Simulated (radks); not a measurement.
Results of a calculation; reference values are marked as such.
Initial-state core-level shifts of the technetium ion Tc+ when its valence configuration changes from [Kr] 4d5 5s1. Code: a radial shooting solver on a logarithmic mesh with Libxc functionals. Model: Dirac Kohn-Sham, BLYP, spin-unpolarised, spherical densities, point nucleus; open shells fill j = l - 1/2 first. Shifts are changes of the shell-averaged eigenvalues in eV (positive: less bound).

| valence | 2p | 3s | 3d | 4p |
|---|---|---|---|---|
| 4d5 5p1 | -1.168 | -1.185 | -1.182 | -1.183 |
| 4d4 5s2 | -4.286 | -4.195 | -4.222 | -3.576 |
| 4d5.5 5s0.5 | +1.929 | +1.901 | +1.912 | +1.665 |
| 4d4 5s1 5p1 | -5.454 | -5.377 | -5.402 | -4.735 |
| 4d4.5 5s0.5 5p1 | -3.244 | -3.221 | -3.231 | -2.924 |
| 4d6 | +3.707 | +3.661 | +3.681 | +3.233 |
| 4d2.5 5s0.5 5p3 | -15.274 | -14.950 | -15.028 | -12.787 |
| 4d4.5 5s1.5 | -2.074 | -2.035 | -2.048 | -1.751 |
| 4d1.5 5s1.5 5p3 | -20.827 | -20.234 | -20.361 | -16.818 |
